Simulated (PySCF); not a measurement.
C₃F₈, SMILES FC(F)(F)C(F)(F)C(F)(F)F. Geometry optimised at PBE0-D3(BJ)/def2-SVP.

### Question
Give the equilibrium geometry at PBE0-D3(BJ)/def2-SVP (PySCF confirms it by a frequency run) as a Z-matrix, and its point group. (The exact figures need the calculation; the answer reports its results.)

### Answer
point group C2.
```
C
F 1 1.3364
F 1 1.3364 2 109.45
C 1 1.5451 2 107.96 3 -117.31
F 4 1.3228 1 108.87 2 59.77
F 4 1.3239 5 109.04 1 120.49
F 4 1.3241 5 109.04 6 119.03
C 1 1.5451 2 107.99 3 117.29
F 8 1.3228 1 108.87 2 -58.47
F 8 1.3239 9 109.04 1 120.49
F 8 1.3241 9 109.04 10 119.03
```
